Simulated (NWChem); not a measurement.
C₂H₅BFNO; SMILES C=C(F)B(N)O

```xyz
11

C      1.2732    -1.4897     0.0031
C      0.1380    -0.7919     0.0004
F     -1.0430    -1.4543    -0.0014
B     -0.0072     0.7786     0.0000
N     -1.3049     1.3160     0.0027
O      1.1487     1.5098    -0.0026
H      1.2762    -2.5828     0.0039
H      2.2219    -0.9513     0.0045
H     -2.1064     0.6990     0.0043
H     -1.5370     2.2992     0.0029
H      1.0113     2.4605    -0.0022
```
Atoms are numbered in this order, from 1.

Level: PBE0/def2-SVP (NWChem), optimised geometry, unscaled harmonic frequencies. 

Task: List the harmonic frequencies with IR intensities, and the thermochemistry.

Result: 
```
frequency (cm⁻¹)  IR intensity (km/mol)
----------------  ---------------------
72                                  5.0
187                                 4.8
321                                28.8
331                                 0.9
413                                 2.0
440                                 2.7
474                               259.0
475                                 9.3
590                                11.9
683                                28.1
712                                 7.2
770                                 1.2
875                                20.4
909                                51.9
949                                35.7
993                               132.1
1203                               65.5
1358                               23.3
1410                              195.1
1450                              142.8
1597                              275.4
1743                               14.9
3184                                1.4
3299                                0.2
3641                               53.0
3750                               42.0
3934                               64.0
```

| Property | Result |
|---|---|
| zero-point energy | 51.1 kcal/mol |
| thermal correction to the enthalpy at 298.15 K (with zero-point energy) | 55.9 kcal/mol |
| heat capacity Cv | 24.3 cal/(mol K) |
| entropy at 298.15 K and 1 atm (symmetry number 1) | 80.1 cal/(mol K) |
| dipole moment | 2.97 D |

Rigid rotor and harmonic oscillator; modes under 100 cm⁻¹ make the entropy uncertain.
